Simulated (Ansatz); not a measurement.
`C[N](C)[GeH3]` + `O[SiH](O)O` → `CO[SiH](O)O` + `C[NH][GeH3]`  (substitution at a C–N bond)

Gas-phase electronic energies from Ansatz, PBE0-D4/def2-TZVP geometries. CCSD(T)/CBS adds triple-zeta CCSD(T) − MP2 to the extrapolated MP2 energy (def2 sets, frozen cores). Functionals use def2-TZVPP. HSE06 is defined as in plane-wave codes. For Ge outer-core shells are correlated without core-valence functions, which leaves a few kJ/mol of doubt a bond. Scalar relativity is left out up to krypton. Each species was taken in one conformer, which may not be the lowest.

`C[N](C)[GeH3]`:

```xyz
13

C    -0.710   -0.882   -0.943
N     0.174   -0.346    0.065
C    -0.436   -0.311    1.373
Ge    1.188    1.111   -0.415
H    -1.634   -0.294   -1.077
H    -1.011   -1.901   -0.671
H    -0.202   -0.936   -1.909
H    -0.733   -1.323    1.674
H    -1.338    0.323    1.422
H     0.275    0.058    2.117
H     1.898    0.752   -1.730
H     2.189    1.358    0.725
H     0.339    2.391   -0.631
```

`O[SiH](O)O`:

Cartesian coordinates in Å:
```
O -0.966 -1.309 -0.216
Si 0.223 -0.195 -0.173
O 0.418 0.533 1.285
O -0.144 1.016 -1.204
H -1.871 -0.993 -0.194
H 1.441 -0.941 -0.548
H 0.732 -0.002 2.015
H 0.167 1.891 -0.966
```

`CO[SiH](O)O`:

Cartesian coordinates in Å:
```
C -0.092 1.286 1.186
O -0.468 0.031 0.664
Si 0.325 -0.725 -0.550
O 0.253 0.048 -1.984
O -0.391 -2.186 -0.699
H 0.978 1.323 1.419
H -0.323 2.091 0.481
H -0.651 1.457 2.107
H 1.766 -0.794 -0.234
H -0.570 -0.003 -2.473
H -0.828 -2.528 0.082
```

`C[NH][GeH3]`:

```xyz
10

C     1.134    0.101   -0.819
N    -0.249   -0.300   -0.652
Ge   -1.078    0.098    0.940
H     1.451   -0.054   -1.855
H     1.849   -0.425   -0.168
H     1.232    1.171   -0.614
H    -0.397   -1.258   -0.940
H    -2.494   -0.492    0.874
H    -1.112    1.630    1.057
H    -0.336   -0.470    2.176
```

```json
{"level": "B97M-V", "ΔE (kcal/mol)": "6.6"}
{"level": "r2SCAN0-D4", "ΔE (kcal/mol)": "6.9"}
{"level": "HSE06-D4", "ΔE (kcal/mol)": "7.0"}
{"level": "PBE", "ΔE (kcal/mol)": "6.4"}
```

**Question.** What does CCSD(T)/CBS give? (Estimate.)

**Answer.** Computed: +7.5 kcal/mol. The listed levels differ from it by -0.9, -0.6, -0.5, -1.1 kcal/mol.

Largest T1 diagnostic among the species: 0.011.

In def2-TZVPP, CCSD(T) changes the Hartree–Fock value by +3.6 kcal/mol (the triples alone add +0.4 kcal/mol) and MP2 by +5.0 kcal/mol. The D4 term adds +0.9 kcal/mol with B3LYP and +0.5 kcal/mol with PBE0; it sums over pairs of atoms, weighted by their polarisabilities, and B3LYP, whose exchange is more repulsive, gets the larger term.

B3LYP here is the variant with VWN-RPA as its local correlation; programs differ in this.
